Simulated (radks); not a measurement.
The numbers below are computed, except where a source is named.
Trend from Zn4+ to Hg4+: ionisation energy by Delta-SCF between NIST ground configurations, and size. Code: a radial shooting solver on a logarithmic mesh with Libxc functionals. Model: Dirac Kohn-Sham, LDA (Slater exchange, Perdew-Wang correlation), spin-unpolarised, spherical densities, finite nucleus; open shells are shared between the two j in proportion to 2j + 1; Fermi nuclear charge, rms radius of each element as measured or else 0.836 A^(1/3) + 0.57 fm.

species,configuration,configuration of the ion,IE (eV),NIST (eV),kind,outermost,<r> outermost (bohr),r at 0.001 e/bohr^3 (bohr)
Zn4+,[Ar] 3d8,[Ar] 3d7,85.993,83,semi-emp.,3d5/2,0.774,2.40
Cd4+,[Kr] 4d8,[Kr] 4d7,71.530,68,theory,4d5/2,1.16,2.85
Hg4+,[Xe] 4f14 5d8,[Xe] 4f14 5d7,65.212,61.2,exp.,5d5/2,1.36,3.08

Reference values: NIST Atomic Spectra Database (exp. = measured, semi-emp. = semi-empirical, theory = theoretical value adopted there). Spin polarisation and multiplet splitting are left out, so open shells lie too high by an amount that depends on their filling. Sharing an open shell by 2j + 1 raises it above the true ground level by a part of the spin-orbit splitting, which enters the differences from NIST.

Beside tabulated values, note that spin-unpolarised runs miss the spin-polarisation part of the exchange energy of open shells.
